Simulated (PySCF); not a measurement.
P⁺ (phosphorus, charge +1) across methods

[Ne] 3s1 3p3, high-spin 5S determinant (an excited configuration). Computed with PySCF 2.14 in aug-cc-pwCVTZ, with no relativity, point nucleus.

```json
{"method": "LDA", "E (hartree)": "-339.4010", "mean ε 2p β (eV)": "-135.33", "mean ε 3s α (eV)": "-25.173", "mean ε 3p α (eV)": "-16.024", "Σ⟨r²⟩ (bohr²)": "21.24", "⟨S²⟩": "6.000"}
{"method": "r2SCAN", "E (hartree)": "-340.6751", "mean ε 2p β (eV)": "-137.58", "mean ε 3s α (eV)": "-26.245", "mean ε 3p α (eV)": "-16.493", "Σ⟨r²⟩ (bohr²)": "21.02", "⟨S²⟩": "6.000"}
{"method": "PBE0", "E (hartree)": "-340.5545", "mean ε 2p β (eV)": "-141.21", "mean ε 3s α (eV)": "-27.680", "mean ε 3p α (eV)": "-17.487", "Σ⟨r²⟩ (bohr²)": "21.09", "⟨S²⟩": "6.000"}
{"method": "B97-3", "E (hartree)": "-340.6289", "mean ε 2p β (eV)": "-141.75", "mean ε 3s α (eV)": "-27.605", "mean ε 3p α (eV)": "-17.347", "Σ⟨r²⟩ (bohr²)": "21.07", "⟨S²⟩": "6.000"}
{"method": "PW91", "E (hartree)": "-340.6612", "mean ε 2p β (eV)": "-135.50", "mean ε 3s α (eV)": "-25.338", "mean ε 3p α (eV)": "-16.111", "Σ⟨r²⟩ (bohr²)": "21.13", "⟨S²⟩": "6.000"}
{"method": "PBEsol", "E (hartree)": "-339.9381", "mean ε 2p β (eV)": "-135.11", "mean ε 3s α (eV)": "-25.202", "mean ε 3p α (eV)": "-16.002", "Σ⟨r²⟩ (bohr²)": "21.14", "⟨S²⟩": "6.000"}
{"method": "UHF", "E (hartree)": "-340.20938", "mean ε 2p β (eV)": "-157.69", "mean ε 3s α (eV)": "-34.244", "mean ε 3p α (eV)": "-21.228", "Σ⟨r²⟩ (bohr²)": "21.22", "⟨S²⟩": "6.000"}
{"method": "TPSSh", "E (hartree)": "-340.6963", "mean ε 2p β (eV)": "-138.15", "mean ε 3s α (eV)": "-26.474", "mean ε 3p α (eV)": "-16.691", "Σ⟨r²⟩ (bohr²)": "21.06", "⟨S²⟩": "6.000"}
```

(1) Estimate the same row for PBE.

## Answers

(1) E (hartree) = -340.5172; mean ε 2p β (eV) = -135.31; mean ε 3s α (eV) = -25.296; mean ε 3p α (eV) = -16.070; Σ⟨r²⟩ (bohr²) = 21.15; ⟨S²⟩ = 6.000.
